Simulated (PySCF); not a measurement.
Potential energy curve for KCl, singlet.

Levels of theory: UKS-M06-2X = unrestricted M06-2X/def2-SVP (PySCF 2.14.0); RKS-M06-2X = PySCF with restricted M06-2X/def2-SVP; UKS-LDA (SVWN5) = unrestricted LDA (SVWN5)/def2-SVP (PySCF).

Magnitude of the dipole moment (D; its direction can reverse along the curve, and a method can change to another solution) and Mulliken charge of the fragment that holds K1:

```
R / Å  μ UKS-M06-2X  q UKS-M06-2X  μ RKS-M06-2X  q RKS-M06-2X  μ UKS-LDA (SVWN5)  q UKS-LDA (SVWN5)
-----  ------------  ------------  ------------  ------------  -----------------  -----------------
2.13           7.40          0.54          7.40          0.54               6.73               0.45
2.31           8.23          0.59          8.23          0.59               7.58               0.51
2.39           8.59          0.61          8.59          0.61               7.92               0.52
2.51           9.13          0.62          9.13          0.62               8.42               0.53
2.57           9.39          0.63          9.39          0.63               8.66               0.54
2.68           9.88          0.63          9.88          0.63               9.10               0.54
2.79          10.37          0.63         10.37          0.63               9.53               0.54
2.85          10.63          0.63         10.63          0.63               9.77               0.54
2.98          11.21          0.63         11.21          0.63              10.27               0.54
3.12          11.84          0.64         11.84          0.64              10.81               0.54
3.29          12.62          0.65         12.62          0.65              11.45               0.55
3.65          14.31          0.68         14.31          0.68              12.73               0.57
4.03          16.10          0.71         16.10          0.71              13.85               0.58
4.47          18.06          0.75         18.06          0.75              14.77               0.59
4.83          19.47          0.76         19.47          0.76              14.82               0.57
5.33          21.16          0.77         21.16          0.77              14.86               0.55
5.87          22.80          0.77         22.80          0.77              15.16               0.54
6.56          19.35          0.61         24.64          0.76              15.80               0.51
7.32          18.64          0.54         26.49          0.75              16.71               0.49
8.13          18.67          0.49         28.46          0.73              17.95               0.48
```

The unrestricted determinant behind UKS-M06-2X is spin-contaminated at 6.56 to 8.13 Å (<S²> up to 0.5, against 0.00 for a pure singlet). At the longest distance UKS-M06-2X, RKS-M06-2X, UKS-LDA (SVWN5) leaves fractional charges on the fragments, a sign of delocalisation error or of the restricted form. The restricted form behind RKS-M06-2X keeps the bonding electrons paired and can't separate into open-shell fragments. The unrestricted determinant behind UKS-LDA (SVWN5) is spin-contaminated at 4.83 to 8.13 Å (<S²> up to 0.5, against 0.00 for a pure singlet).
